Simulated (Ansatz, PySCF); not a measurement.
Reaction (SMILES): I (HI) -> [I-] + H+
Geometries: B3LYP-D3(BJ)/def2-TZVP minima from Ansatz (a quantum-chemistry and plane-wave program).

Property: gas-phase deprotonation energy (enthalpy at 298 K, with B3LYP-D3(BJ) rigid-rotor harmonic-oscillator terms from PySCF), in kcal/mol. Valence correlation only, unless marked. No spin-orbit coupling. The frozen core is the preceding noble-gas configuration, with the filled d and f shells of earlier blocks. In def2 rows, elements after Kr have scalar-relativistic effective core potentials. Anions need diffuse functions: def2-D sets add few; the other sets have none. CBS(X,Y): correlation extrapolated as X^-3; Hartree-Fock from the larger set.

```
level                                        program  gas-phase deprotonation energy (kcal/mol)
------------------------------------  --------------  -----------------------------------------
BLYP-D3(BJ)/def2-TZVPD                Ansatz + dftd3                                 (withheld)
revPBE-D3(BJ)/def2-TZVPD              Ansatz + dftd3                                      318.4
BP86/def2-TZVPD                                PySCF                                      314.7
TPSS-D4/def2-TZVPD                     PySCF + dftd4                                 (withheld)
PBE0/def2-SVP                                 Ansatz                                      320.9
PBE0-D4/def2-TZVP                     Ansatz + dftd4                                      316.7
PBE0/def2-TZVP                                Ansatz                                      316.5
PBE0/def2-QZVPP                               Ansatz                                      316.5
MN15/def2-TZVPD                                PySCF                                 (withheld)
HSE06-D4/def2-TZVPD                   Ansatz + dftd4                                      315.0
LC-wPBE-D3(BJ)/def2-TZVPD             Ansatz + dftd3                                      316.8
PBE-QIDH/def2-TZVPD                           Ansatz                                 (withheld)
RPA@PBE/def2-TZVPP                            Ansatz                                      327.4
CCSD(T)/CBS(def2-TZVPPD,def2-QZVPPD)          Ansatz                                      314.2
```

Problem. Fill in the missing entries.

Solution. 
- BLYP-D3(BJ)/def2-TZVPD, gas-phase deprotonation energy (kcal/mol): 315.9
- TPSS-D4/def2-TZVPD, gas-phase deprotonation energy (kcal/mol): 317.4
- MN15/def2-TZVPD, gas-phase deprotonation energy (kcal/mol): 313.5
- PBE-QIDH/def2-TZVPD, gas-phase deprotonation energy (kcal/mol): 313.8
